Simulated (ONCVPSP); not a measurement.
## Configuration tests for silicon (Si) (ONCV)

* Element: silicon
* Generator: ONCVPSP 4.0.1
* Type: optimised norm-conserving Vanderbilt (ONCV)
* Functional: PBE
* Relativity: non-relativistic
* Frozen core: [Ne]
* Valence charge: 4
* Reference configuration: 3s2 3p1 (charge +1)
* Partial waves: 3s: rc 1.75 bohr, ncon 3, nbas 6, qcut 4.2 1/bohr, 1 projector; 3p: rc 2.00 bohr, ncon 4, nbas 9, qcut 4.1 1/bohr, 1 projector; d scattering state at 0.26 Ha: rc 1.90 bohr, ncon 3, nbas 7, qcut 4.8 1/bohr, 2 projectors, debl 1.1 Ha
* Local potential: polynomial inside 1.65 bohr (lpopt 4, dvloc0 0 Ha)
* Core correction: Teter function, fcfact 5, rcfact 1.8

Energies are relative to the spin-unpolarised reference configuration 3s2 3p1; without spin polarisation the order of configurations can differ from experiment.

Task: Give the all-electron excitation energy and the error of the potential for: 3s2 3p2; 3s2 3p0; 3s1 3p0; 3s1 3p2.

Result:

| valence configuration | charge | ΔE all-electron (eV) | error AE − PS (meV) |
| --- | --- | --- | --- |
| 3s2 3p2 | 0 | -7.751 | -13 |
| 3s2 3p0 | +2 | 16.005 | -53 |
| 3s1 3p0 | +3 | 49.907 | -359 |
| 3s1 3p2 | +1 | 7.368 | -9.8 |

Levels in the configuration 3s1 3p2:

```tsv
level	all-electron (eV)	pseudo (eV)
3s	-19.707	-19.730
3p	-12.290	-12.293
```
